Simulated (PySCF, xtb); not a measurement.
C2F5, SMILES F[C](F)C(F)(F)F (connectivity only; charge and spin as stated), charge +1, multiplicity 1.

Harmonic wavenumbers (cm⁻¹) from GFN2-xTB (xtb) at its own minimum, in rising order: 54, 109, 152, 315, 361, 443, 512, 591, 616, 707, 911, 1112, 1233, 1368, 1504.

Q: What does PBE-D3(BJ)/def2-SVP run with PySCF give at its own minimum? (The exact figures need the calculation; the answer reports its results.)

A: 27, 172, 193, 332, 391, 501, 571, 675, 726, 797, 1083, 1226, 1310, 1454, 1585. Paired by order, the mean absolute difference is 74 cm⁻¹ and the zero-point energies are 14.3 and 15.8 kcal/mol.
